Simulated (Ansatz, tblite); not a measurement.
Removing an electron: GeMe(OMe)3 (C4H12GeO3). The state is a singlet with charge 0. Geometry: PBE-D4/def2-SVP. Ansatz, gas phase; energy differences of separate SCF runs; the oxidised species was run as a doublet alone.

```xyz
20

Ge    0.658   -0.263    0.052
C     2.112   -1.316    0.777
H     1.945   -2.388    0.560
H     2.178   -1.159    1.870
H     3.056   -0.991    0.299
O     0.400    1.120    1.173
C    -0.501    2.155    0.820
H    -0.708    2.764    1.726
H    -1.476    1.769    0.440
H    -0.077    2.834    0.044
O    -0.928   -1.096   -0.148
C    -1.626   -1.547    0.998
H    -1.117   -2.404    1.501
H    -2.631   -1.898    0.679
H    -1.768   -0.747    1.761
O     1.061    0.258   -1.607
C     0.055    0.645   -2.532
H     0.469    0.537   -3.558
H    -0.245    1.710   -2.400
H    -0.859    0.016   -2.456
```

The xTB rows come from tblite. LC-ωPBE has ω = 0.4 bohr⁻¹.

Question: Estimate orbital energies and vertical ionisation energies at: GFN1-xTB; GFN2-xTB; PBE0-D4/def2-TZVP; LC-ωPBE/def2-TZVP.

Answer: 
```csv
level,−HOMO (eV),vertical IE (eV),−LUMO (eV),HOMO–LUMO gap (eV)
GFN1-xTB,11.90,14.39,4.62,7.29
GFN2-xTB,11.10,13.59,4.61,6.50
PBE0-D4/def2-TZVP,7.72,9.53,-0.50,8.22
LC-ωPBE/def2-TZVP,10.50,10.17,-2.76,13.26
```

Run but left out: PBE-D4/def2-TZVP (charge +1 doublet: an occupied level 0.03 eV above an empty one).  Raw xTB energy differences between charge states are shifted by several eV; the methods need an empirical correction for them.
